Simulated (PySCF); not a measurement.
## Correlation energy of As (arsenic, neutral)

[Ar] 3d10 4s2 4p3, high-spin 4S determinant. Computed with PySCF 2.14 in ANO-RCC-VTZP, with the spin-free X2C one-electron Hamiltonian (Gaussian nucleus). Frozen: [Ne]; 23 electrons correlated.

```tsv
level	correlation energy (mhartree)
CCSD	-157.68
(T)	-6.64
CCSD(T)	-164.32
```

Diagnostics: T1 = 0.0043, D1 = 0.0091, largest double amplitude 0.041.

Q: Is a single reference adequate?

A: Yes, within this model without spin-orbit coupling: T1 lies below 0.03 and no double amplitude reaches 0.07.
